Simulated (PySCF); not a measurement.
2-ethylidene-1,3-dioxole (C5H6O2), SMILES C1OC(OC=1)=CC. Atoms are numbered in the order given.

```xyz
13

C     -0.3318    -2.6278     0.0000
C      0.6395    -1.4854     0.0000
C      0.2775    -0.1979     0.0000
O     -1.0154     0.2761     0.0000
C     -0.9306     1.6525     0.0000
C      0.3563     2.0092     0.0000
O      1.1393     0.8756     0.0000
H     -0.2009    -3.2745     0.8858
H     -0.2009    -3.2745    -0.8858
H     -1.3712    -2.2687     0.0000
H      1.7135    -1.6811     0.0000
H     -1.8596     2.2130     0.0000
H      0.8624     2.9690     0.0000
```
Charge 0, spin multiplicity 1.

The structure is a stationary point at B3LYP-D3(BJ)/def2-SVP.

Two levels are set side by side: PBE/pcSseg-1 (PySCF) and PBE0/pcSseg-1 (PySCF). GIAO shifts against H2O (¹⁷O), TMS (¹H), TMS (¹³C) at the same level; non-relativistic, no solvent, atoms listed together averaged. Differences are taken from unrounded values.

```csv
quantity,PBE0,PBE,PBE minus PBE0
δ(¹³C) of C1 (ppm),13.6,14.4,0.8
δ(¹³C) of C2 (ppm),71.9,69.0,-3.0
δ(¹³C) of C3 (ppm),169.1,167.8,-1.2
"δ(¹³C) of C5, C6 (ppm)",137.8,135.7,-2.1
δ(¹H) of H11 (ppm),4.24,4.12,-0.13
```

Rough cost on one machine, each run with all the roots and properties that it gave: PBE0 against PBE within a factor of 2.
